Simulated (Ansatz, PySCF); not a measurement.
Gas-phase reaction 3 R1 + R2 → 3 P1 + P2, each structure at its B3LYP-D3(BJ)/def2-TZVP stationary point, reached from a drawn start (curvature not checked).
P1: H2 (SMILES [H][H]), charge 0, multiplicity 1.
R1, HF (SMILES F) (charge 0, multiplicity 1):
```csv
atom,x (Å),y (Å),z (Å)
F,0.0000,0.0000,0.4622
H,0.0000,0.0000,-0.4622
```
R2, SiH4 (SMILES [SiH4]) (charge 0, multiplicity 1):
| atom | x (Å) | y (Å) | z (Å) |
|---|---|---|---|
| Si | 0.0000 | 0.0000 | 0.0000 |
| H | 0.8547 | 0.8547 | 0.8547 |
| H | -0.8547 | -0.8547 | 0.8547 |
| H | -0.8547 | 0.8547 | -0.8547 |
| H | 0.8547 | -0.8547 | -0.8547 |
P2: F3HSi (SMILES F[SiH](F)F), charge 0, multiplicity 1.

P less R. No zero-point or thermal terms.

Frozen-core correlation throughout.

Codes used: Ansatz (a quantum-chemistry and plane-wave program); PySCF for the D3/D4 terms. No computed number here is a measurement.

```json
[
 {"level": "BLYP-D4/def2-TZVPP", "reaction energy (eV)": "-3.985"},
 {"level": "PBE0/def2-TZVPP", "reaction energy (eV)": "-3.648"},
 {"level": "BHLYP-D4/def2-TZVPP", "reaction energy (eV)": "-4.005"},
 {"level": "wB97M-V/def2-TZVPP", "reaction energy (eV)": "-3.976"},
 {"level": "B2PLYP-D4/def2-TZVPP", "reaction energy (eV)": "-4.013"},
 {"level": "MP2/cc-pV(D+d)Z", "reaction energy (eV)": "-3.470"},
 {"level": "SCS-MP2/cc-pV(D+d)Z", "reaction energy (eV)": "-3.448"},
 {"level": "CCSD/cc-pV(D+d)Z", "reaction energy (eV)": "(withheld)"},
 {"level": "CCSD(T)/cc-pV(T+d)Z", "reaction energy (eV)": "(withheld)"}
]
```

Problem. What belongs in the gaps?

Solution. 
- CCSD/cc-pV(D+d)Z, reaction energy (eV): -3.187
- CCSD(T)/cc-pV(T+d)Z, reaction energy (eV): -3.955
